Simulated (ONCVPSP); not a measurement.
Pseudopotential generation for thulium (Tm): ONCV, LDA (Perdew-Wang 92), scalar-relativistic.

Tm (Z = 69), optimised norm-conserving Vanderbilt (ONCV), made with ONCVPSP 4.0.1 (LDA (Perdew-Wang 92), scalar-relativistic). Core [Kr] 4d10, reference 4f13 5s2 5p6 6s2. Waves: 5s+6s: rc 2.30 bohr, ncon 4, nbas 7, qcut 4.9 1/bohr, 2 projectors; 5p: rc 2.35 bohr, ncon 4, nbas 9, qcut 7.4 1/bohr, 2 projectors, debl 0.7 Ha; d scattering state at 0.26 Ha: rc 2.10 bohr, ncon 4, nbas 8, qcut 4.5 1/bohr, 1 projector; 4f: rc 1.05 bohr, ncon 4, nbas 9, qcut 16.1 1/bohr, 2 projectors, debl 2 Ha. Local part: polynomial inside 0.75 bohr (lpopt 5, dvloc0 1 Ha). Core correction: polynomial model core, fcfact 0.55.

In the p channel the program set the typed energies aside and used -0.994, 0.250 Ha. In the d channel the program set the typed energies aside and used 0.050 Ha.

All-electron outer shells of the reference configuration (LDA (PZ), scalar-relativistic, ld1.x):

```json
{"shell": "5s", "level (eV)": "-53.54", "outermost node (bohr)": "0.59", "outermost maximum (bohr)": "1.10"}
{"shell": "5p", "level (eV)": "-27.05", "outermost node (bohr)": "0.64", "outermost maximum (bohr)": "1.26"}
{"shell": "6s", "level (eV)": "-4.04", "outermost node (bohr)": "1.49", "outermost maximum (bohr)": "3.25"}
{"shell": "4f", "level (eV)": "-3.31", "outermost node (bohr)": "–", "outermost maximum (bohr)": "0.49"}
```

**Question.** Does the generator finish with these settings?

**Answer.** Yes, a potential is produced and its reference levels are reproduced.

**Question.** Estimate the cutoffs (Ha) at which the residual kinetic energy of the hardest occupied pseudo-wave falls to 1 and 0.1 mHa per electron.

**Answer.** 115 Ha and 160 Ha.

**Question.** Does the potential have ghost states?

**Answer.** Ghosts flagged at negative energy: s at -340.0 eV, p at -74.4 eV; GHOST(+) flagged for d at 50.5 eV. A true bound ghost makes a file unfit for plane-wave use.

**Question.** Which valence shell sets the plane-wave cutoff?

**Answer.** 4f: 115 Ha for 1 mHa per electron, against 9 Ha for 5p.

Tests left out (the all-electron energies of this program are off by 10 to 40 meV for near-neutral 4f atoms).
